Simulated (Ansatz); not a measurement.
`[F][Ge][Cl]` + `[NH]=[V]([NH2])([NH2])[F]` → `[NH2][Ge][Cl]` + `[NH]=[V]([NH2])([F])[F]`  (redistribution)

Program: Ansatz. Geometries: PBE0-D4/def2-TZVP. ΔE: electronic, gas phase. CBS: MP2 limit from def2 TZ/QZ plus the TZ coupled-cluster correction, frozen cores. Functionals use def2-TZVPP. B3LYP here is the variant with VWN-RPA as its local correlation; programs differ in this. For Ge, V outer-core shells are correlated without core-valence functions, which leaves a few kJ/mol of doubt a bond. Scalar relativity is left out up to krypton. One conformer a species, not always the lowest.

(1) Is it downhill or uphill in electronic energy at CCSD(T)/CBS, and by how much? (Estimate.)

(2) What do these levels give: revPBE-D4, r2SCANh-D4, BHLYP-D4, B3LYP, CAM-B3LYP, RPA@PBE/def2-TZVPP, HF/def2-SVP, CCSD/def2-SVP, MP2/def2-TZVPP, SCS-MP2/def2-TZVPP, CCSD(T)/def2-TZVPP, MP2/def2-QZVPP? (An estimate is asked.)

(3) What do rigid-rotor, harmonic-oscillator terms from PBE0-D4/def2-TZVP frequencies (298.15 K, 1 bar) make of the CCSD(T)/CBS value? (Best estimate.)

Largest T1 diagnostic among the species: 0.031, so the coupled-cluster value is less sure than usual.

Answers

(1) The calculation gave: Downhill: ΔE = -0.32 eV.

(2) Computed: revPBE-D4 -0.38, r2SCANh-D4 -0.43, BHLYP-D4 -0.37, B3LYP -0.35, CAM-B3LYP -0.38, RPA@PBE/def2-TZVPP -0.36, HF/def2-SVP -0.44, CCSD/def2-SVP -0.50, MP2/def2-TZVPP -0.35, SCS-MP2/def2-TZVPP -0.37, CCSD(T)/def2-TZVPP -0.37, MP2/def2-QZVPP -0.32 eV.

(3) Computed: ΔZPE = +0.03 eV, ΔH = -0.30 eV, ΔS = -5 J/(mol·K), ΔG = -0.29 eV.

At CCSD(T), def2-SVP lies −0.15 eV from the extrapolated value and def2-TZVPP −0.04 eV. Leaving LDA and LC-ωPBE aside and taking each functional with its dispersion term where it has one, the values, not all of them listed here, spread over 0.09 eV, from r2SCAN-D4 to BLYP-D4.
